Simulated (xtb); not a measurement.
Input for xtb: GFN2-xTB on LaCl, 2S+1 = 1, a spin state set in the input, which need not be the lowest, a point of a bond scan (R = 2.463 Å).

```
$ xtb mol.xyz --gfn 2 --sp --chrg 0 --uhf 0
2

La     0.00000000     0.00000000     0.00000000
Cl     0.00000000     0.00000000     2.46290500
```

Q: Predict the final total energy.

A: -5.8227 hartree.
